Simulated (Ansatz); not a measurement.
Molecule: C$_{6}$H$_{13}$S, charge 0, multiplicity 2. It need not be the lowest isomer of its formula. SMILES: C(CC)CCS[CH2]
Structure (B3LYP-D3(BJ)/def2-TZVP (Ansatz, a first-principles code) minimum search):
```xyz
20

C     -3.9821     0.6322    -0.4596
C     -2.6000     0.8814     0.1369
C     -1.5633    -0.1477    -0.3081
C     -0.1783     0.1009     0.2860
C      0.8409    -0.9373    -0.1677
S      2.5108    -0.6890     0.5110
C      3.0243     0.7064    -0.3216
H     -4.7024     1.3808    -0.1250
H     -3.9507     0.6648    -1.5513
H     -4.3638    -0.3499    -0.1699
H     -2.2545     1.8820    -0.1417
H     -2.6649     0.8758     1.2296
H     -1.4971    -0.1435    -1.4019
H     -1.9067    -1.1501    -0.0285
H      0.1721     1.0965     0.0025
H     -0.2343     0.0935     1.3779
H      0.9227    -0.9611    -1.2566
H      0.5503    -1.9368     0.1604
H      3.9738     1.1314    -0.0366
H      2.5341     1.0260    -1.2292
```
Charge 0, spin multiplicity 2.

Parts of the frozen-core correlation energy in cc-pV(T+d)Z (Ansatz, hartree). Frozen orbitals: 11; correlated occupied orbitals by spin: 22 and 21; virtual: 368 and 369. Open shells are spin-unrestricted. No spin-orbit coupling. No relativistic terms.

```json
[
 {"term": "reference (HF)", "value": "-632.37000"},
 {"term": "MP2 opposite-spin", "value": "?"},
 {"term": "MP2 same-spin", "value": "-0.27192"},
 {"term": "CCSD correlation", "value": "?"},
 {"term": "(T)", "value": "?"},
 {"term": "T1 diagnostic", "value": "0.014"},
 {"term": "largest doubles amplitude", "value": "0.019"},
 {"term": "<S^2> of the reference", "value": "0.772"}
]
```

Question: Complete the blanks.

Answer: 
- MP2 opposite-spin, value: -0.93130
- CCSD correlation, value: -1.28637
- (T), value: -0.05390
